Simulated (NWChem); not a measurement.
# PbI, doublet; SMILES [I][Pb]

```xyz
2

Pb     0.0000     0.0000    -1.0930
I      0.0000     0.0000     1.6916
```
Atoms are numbered in this order, from 1.

Level: PBE0/def2-SVP with def2 effective core potentials on I, Pb, spin-unrestricted (NWChem), optimised geometry, unscaled harmonic frequencies. The state is orbitally degenerate and is run as one real component. The spin multiplicity was typed, not searched, and may not be the lowest. def2 effective core potentials on I, Pb; no spin-orbit coupling.

```json
[
 {"frequency (cm⁻¹)": "178", "IR intensity (km/mol)": "18.0"}
]
```

```yaml
zero_point_energy: 0.3 kcal/mol
thermal correction to the enthalpy at 298.15 K (with zero-point energy): 2.7 kcal/mol
heat capacity Cv: 6.8 cal/(mol K)
```

Rigid rotor and harmonic oscillator.
